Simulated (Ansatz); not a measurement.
## Interaction energy ladder

The pair of HCl (SMILES Cl, atoms 1–2) and H₂Te (SMILES [TeH2], atoms 3–5), both closed shells, in one local arrangement (a lower one may exist), relaxed at PBE0-D4/def2-TZVP:

Cl1  (0.235, 0.770, -2.568)
H2  (0.345, 0.306, -1.360)
Te3  (0.511, -0.644, 1.142)
H4  (-1.037, -1.222, 1.037)
H5  (-0.054, 0.789, 1.750)
(Å)

Computed with Ansatz 0.2.0 (basis: def2-TZVPPD, with def2-QZVPPD for the basis limit); correlated methods freeze the cores. Filled d shells of the heavier atoms are correlated. Core potentials replace the inner electrons of the atoms past krypton. The def2 sets are not built for correlating such inner shells, so the correlated values are less sure here. B3LYP uses VWN-RPA correlation. Extrapolation: Hartree–Fock as exp(−7.88 √X), correlation as X^−2.97. Interaction energies count from these two fragments, frozen as in the pair, with the counterpoise correction; negative means bound.

**Question.** What is the interaction energy by CCSD(T) at an estimated basis limit (MP2 extrapolated from triple and quadruple zeta, plus CCSD(T) − MP2 in triple zeta)? (To be estimated.)

**Answer.** The calculation gives: -2.88 kcal/mol. Hartree–Fock alone gives 0.22 kcal/mol at the basis limit, so without correlation the pair would not bind at this distance. It counts from the two fragments frozen as in the pair.

The same quantity by other methods in triple zeta, and each one's difference from that estimate:
```json
{"method": "PBE-D4", "E_int (kcal/mol)": "-4.75", "difference": "-1.87"}
{"method": "revPBE-D4", "E_int (kcal/mol)": "-4.21", "difference": "-1.32"}
{"method": "BLYP-D4", "E_int (kcal/mol)": "-4.03", "difference": "-1.14"}
{"method": "r2SCAN-D4", "E_int (kcal/mol)": "-3.73", "difference": "-0.85"}
{"method": "B97M-V", "E_int (kcal/mol)": "-3.35", "difference": "-0.47"}
{"method": "PBE0-D4", "E_int (kcal/mol)": "-4.14", "difference": "-1.26"}
{"method": "B3LYP-D4", "E_int (kcal/mol)": "-3.77", "difference": "-0.89"}
{"method": "HSE06-D4", "E_int (kcal/mol)": "-4.19", "difference": "-1.30"}
{"method": "wB97X-V", "E_int (kcal/mol)": "-2.98", "difference": "-0.09"}
{"method": "wB97M-V", "E_int (kcal/mol)": "-2.89", "difference": "-0.01"}
{"method": "B2PLYP", "E_int (kcal/mol)": "-2.46", "difference": "0.42"}
{"method": "HF", "E_int (kcal/mol)": "0.20", "difference": "3.09"}
{"method": "MP2", "E_int (kcal/mol)": "-2.98", "difference": "-0.10"}
{"method": "CCSD", "E_int (kcal/mol)": "-1.85", "difference": "1.03"}
{"method": "CCSD(T)", "E_int (kcal/mol)": "-2.31", "difference": "0.57"}
```
Differences are method less estimate.

**Question.** Which atoms make the shortest contact between the fragments?

**Answer.** H2 and Te3, 2.68 Å apart.

Basis-set superposition shift (counterpoise-corrected less uncorrected): CCSD(T) 0.89; MP2 0.91; HF 0.05; PBE0-D4 0.07; wB97M-V 0.08 kcal/mol.

T1 diagnostic: at most 0.011.

For scale, one of the runs: CCSD(T)/def2-TZVPPD, 161 basis functions, launched by `ansatz run in.yaml --threads 2 --pin off --events-out ev --progress --plain --max-ram 5222MiB`. Time: 28 s of wall clock on 2 CPU threads of an Arm Neoverse V2; the host was shared. Peak host memory: 1.3 GiB.
